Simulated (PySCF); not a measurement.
# Structure revision by computed shifts

A compound C6H12F2O gives the data below (simulated from a calculation) and was assigned the structure `CC(C)O[C@H](C)C(F)F`.

¹³C{¹H} NMR (computed): δ 113.6 (C, 2C), 28.8 (CH3, 4C).

¹H NMR (600 MHz, computed): δ 1.52 (m, 12H).

Theory: PBE0-D3(BJ)/def2-SVP structure, PBE0/pcSseg-1 with gauge-including orbitals, in PySCF 2.14 (rapidly exchanging positions averaged, non-relativistic, isolated molecule, one conformer).

Chemical shifts δ = σref − σ; TMS for ¹H, ¹³C, all at this level.

(1) Compare with the shifts computed for the proposed structure, pairing carbons in order of shift.

(2) Which isomer fits?

Results:

(1) Numbering as in the mapped SMILES `[CH3:1][CH:2]([CH3:3])[O:4][C@H:5]([CH3:6])[CH:7]([F:8])[F:9]`. Hydrogens are named by the atom that carries them.

```json
{"atom": "C7", "computed for proposal": "120.7", "given list": "113.6", "difference": "+7.1"}
{"atom": "C5", "computed for proposal": "75.9", "given list": "113.6", "difference": "-37.7"}
{"atom": "C2", "computed for proposal": "74.0", "given list": "28.8", "difference": "+45.2"}
{"atom": "C1", "computed for proposal": "25.3", "given list": "28.8", "difference": "-3.5"}
{"atom": "C3", "computed for proposal": "23.1", "given list": "28.8", "difference": "-5.7"}
{"atom": "C6", "computed for proposal": "17.1", "given list": "28.8", "difference": "-11.7"}
```

The rms difference is 24.8 ppm and the largest +45.2 ppm at C2 (sp3 CH bonded to O). The proposal also would give 6 carbon signals, not 2. The carbon types in order of shift don't match either: CH, CH, CH, CH3, CH3, CH3 for the proposal against C, C, CH3, CH3, CH3, CH3 in the data. The proposal doesn't fit.

(2) SMILES CC(OC(C)(C)F)(C)F.

Carbon types of the structure: 2 × C, 4 × CH3, which accounts for all hydrogens. δC 113.6: fully substituted sp3 carbon bonded to F and O; 2 electronegative neighbours deshield it. δC 28.8: methyl carbon; saturated and bonded to C and H only. δH 1.52: hydrogen on a methyl carbon.

The shifts were computed for this structure.

Splittings by ¹⁹F in the carbon and heteronuclear signals aren't shown, as no couplings were computed. Shifts are as computed. Against solution values, carbons near 30 ppm lie about +2 ppm off and those near 130 ppm about +5 ppm. Of 1211 compounds with measured shifts, 218 miss one by over three times the rms of a fit or turn the order of signals round; such compounds aren't used in these exercises.
